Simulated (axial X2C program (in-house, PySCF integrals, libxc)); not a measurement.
**Which molecule has these constants?**

Calculated with an axial X2C code built on PySCF integrals, spin-free (one-electron X2C) or two-component (2c: spin–orbit coupling with atomic mean-field Coulomb and Gaunt terms, which also bring small scalar terms), in Dyall basis sets with cores contracted in-house; open shells are unrestricted.

A two-component PBE0 calculation in a Dyall 3-zeta basis gave Re = 2.439 Å, ωe = 291.3 cm⁻¹, De = 2.07 eV, Ω = 5/2.

Question: Which molecule is it?
A. MnF⁺
B. MnI⁺
C. MnBr⁺

Answer: B. The others have MnBr⁺ 2.234 Å and 360.5 cm⁻¹ (Ω = 5/2); MnF⁺ 1.728 Å and 752.3 cm⁻¹ (Ω = 5/2).

Each entry is the lowest single determinant of a limited PBE0 search at one distance. De goes to single-determinant-based atoms at the same level (for ions the charge split of lowest energy) and is withheld (n/a) where an atom does not fit its ground term or J level. Main or longest-lived isotopes. One determinant is a doubtful description, or other states lie close, for MnI⁺, MnBr⁺, MnF⁺; these need not be ground states, and all values refer to the states named. With several unpaired electrons the Ω given is that of one determinant, not necessarily of the lowest component. Some light 2c atoms are not at their ground J level, so De misses part of their lowering (0.04 eV or less). The functionals have no current term, which raises determinants with orbital currents.
